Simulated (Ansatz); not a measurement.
Saddle point of BSiH6ClO2, closed shell (BH₂ClO₂ ([OH][B]([OH])[Cl]) + SiH₄ → BSiH₅O₂ ([OH][B]([OH])[SiH3]) + HCl; bonds formed: B1–Si6, Cl2–H5; bonds broken: B1–Cl2, H5–Si6), PBE0-D4/def2-TZVP structure:

B1  (-0.428, 0.568, 0.251)
Cl2  (0.356, 1.751, -1.676)
O3  (-1.752, 0.396, -0.014)
O4  (0.042, 1.130, 1.388)
H5  (0.521, 0.373, -0.770)
Si6  (0.828, -1.247, -0.043)
H7  (-1.956, 0.289, -0.946)
H8  (-0.616, 1.678, 1.827)
H9  (2.278, -1.048, 0.168)
H10  (0.185, -1.912, 1.116)
H11  (0.544, -1.979, -1.300)
(Å)

Energies are electronic, without zero-point energy. Barriers and step energies count from the start structure reached by relaxing down the imaginary mode; all methods use the PBE0-D4 structures, on which another method's saddle can fall below an end. Program: Ansatz 0.2.0. Basis: def2-TZVPP, with def2-QZVPP for the basis limit. Cores are frozen in the correlated methods. B3LYP uses VWN-RPA correlation. Extrapolation: Hartree–Fock as exp(−7.88 √X), correlation as X^−2.97.

```csv
method,barrier (eV),step energy (eV)
SPW92,1.704,0.800
PBE-D4,1.927,0.842
BLYP-D4,?,0.902
r2SCAN-D4,?,0.973
B97M-V,2.330,1.019
PBE0-D4,2.181,0.905
B3LYP-D4,2.321,0.947
r2SCAN0-D4,2.303,1.001
BHLYP-D4,2.622,1.019
CAM-B3LYP-D4,2.488,0.959
wB97X-V,2.497,0.959
wB97M-V,2.471,1.006
B2PLYP,?,0.990
PBE-QIDH,2.422,0.985
RPA on PBE,2.522,0.963
HF,3.275,1.176
MP2,2.487,1.027
CCSD,2.672,0.990
CCSD(T),2.528,0.970
```

(1) Fill in the withheld barriers. (An estimate is asked for; the value comes from the calculation.)

The T1 diagnostic stays at or below 0.014.

Answers

(1) The calculation gives: B2PLYP 2.470; r2SCAN-D4 2.118; BLYP-D4 2.124 eV. Each is the energy of the saddle less that of the start structure, by the same method.

For comparison, the barrier by CCSD(T) at an estimated basis limit (MP2 extrapolated from triple and quadruple zeta, plus CCSD(T) − MP2 in triple zeta) is 2.456 eV.

Labels in which every atom is bracketed show which atoms are joined, not bond orders.

For scale, one of the runs: CCSD(T)/def2-TZVPP, 261 basis functions, launched by `ansatz run in.yaml --threads 8 --pin off --events-out ev --progress --plain --max-ram 19148MiB`. Time: 71 s of wall clock on 8 CPU threads of an Intel Xeon Platinum 8175M; the host was shared. Peak host memory: 6.2 GiB.
